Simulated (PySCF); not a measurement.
**Polarisability and C₆ of Fe (iron, neutral)**

[Ar] 3d6 4s1 4p1, one real determinant (an excited configuration). All numbers are calculated (PySCF 2.14, the spin-free X2C one-electron Hamiltonian (Gaussian nucleus), in aug-cc-pwCVTZ-DK (10s9p7d4f3g, 127 functions)). Coupled (time-dependent) response in atomic units; α is the mean over directions.

| method | mean α (bohr³) | α xx, yy, zz | C₆ (like pair) | S(−4) |
| --- | --- | --- | --- | --- |
| B97-3 | 88.44 | 71.01, 71.01, 123.3 | 847.2 | 5733 |

S(−4) is the Cauchy moment in α(ω) = α(0) + S(−4) ω² + …

α(iu) at B97-3:

| u (hartree) | α(iu) (bohr³) |
| --- | --- |
| 0 | 88.44 |
| 0.0500 | 76.68 |
| 0.100 | 56.88 |
| 0.200 | 30.86 |
| 0.300 | 18.95 |
| 0.500 | 9.595 |
| 0.750 | 5.570 |
| 1.00 | 3.822 |
| 1.50 | 2.260 |
| 2.00 | 1.548 |
| 3.00 | 0.8872 |
| 5.00 | 0.4162 |

A single London oscillator, α(iu) = α/(1 + u²/ω²), gives C₆ = (3/4) ω α². Matching the computed C₆ needs ω = 4 × 847.2 / (3 × 88.44²) = 0.144 hartree.

The components differ because the open shell of this determinant is not spherical; for a pure term their mean is the scalar polarisability.

⟨L²⟩ = 8.03 against 12 for a pure F term, so this real determinant mixes terms.
